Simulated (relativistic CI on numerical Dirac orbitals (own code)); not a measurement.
Magnetism of Zn³⁺, 3d9, in a crystal field

Calculated by Dirac-Coulomb-Breit CI, orbitals from a KLI potential per configuration, model QED (radiative potential, 1s self-energy scaled to tabulated hydrogen-like ionisation energies), valence Slater integrals scaled by 0.85, one configuration in a parametric crystal field (own radial code).

Field parameters in Wybourne normalisation: D3d B²₀ = −7Dσ, B⁴₀ = −14Dq − 21Dτ, B⁴₃ = −14√(10/7) Dq. The field is a parameter set, without covalency.

S is read from ⟨S²⟩ = S(S + 1).

Powder χT (cm³ K mol⁻¹) by Van Vleck's formula, with temperature-independent terms:

```tsv
Field	2 K	5 K	10 K	20 K	50 K	100 K	200 K	300 K
D3d, 10Dq = 17600, Dσ = -1200, Dτ = 240 cm⁻¹	0.247	0.251	0.258	0.273	0.316	0.383	0.464	0.495
D3d, 10Dq = 17600, Dσ = 1200, Dτ = 240 cm⁻¹	0.225	0.232	0.244	0.267	0.335	0.417	0.475	0.492
D3d, 10Dq = 17600, Dσ = 980, Dτ = 240 cm⁻¹	0.208	0.218	0.235	0.268	0.358	0.436	0.476	0.487
D3d, 10Dq = 17600, Dσ = 760, Dτ = 240 cm⁻¹	0.196	0.213	0.241	0.296	0.406	0.457	0.477	0.485
D3d, 10Dq = 17600, Dσ = 550, Dτ = 240 cm⁻¹	0.201	0.25	0.324	0.407	0.458	0.47	0.477	0.483
D3d, 10Dq = 17600, Dσ = 330, Dτ = 240 cm⁻¹	0.198	0.251	0.329	0.41	0.458	0.469	0.476	0.482
D3d, 10Dq = 17600, Dσ = 110, Dτ = 240 cm⁻¹	0.187	0.205	0.235	0.293	0.404	0.454	0.474	0.482
D3d, 10Dq = 17600, Dσ = -110, Dτ = 240 cm⁻¹	0.194	0.205	0.224	0.261	0.358	0.435	0.472	0.483
```

Q: For D3d, 10Dq = 17600, Dσ = 760, Dτ = 240 cm⁻¹: what effective moment follows at 300 K?

A: μ_eff = √(8χT) = 1.97 μB. The ground level has S = 0.50; the spin-only moment for S = 1/2 is 1.73 μB. The difference comes from the orbital moment, spin-orbit mixing of terms and temperature-independent paramagnetism, all larger in this ionic model than in covalent complexes.
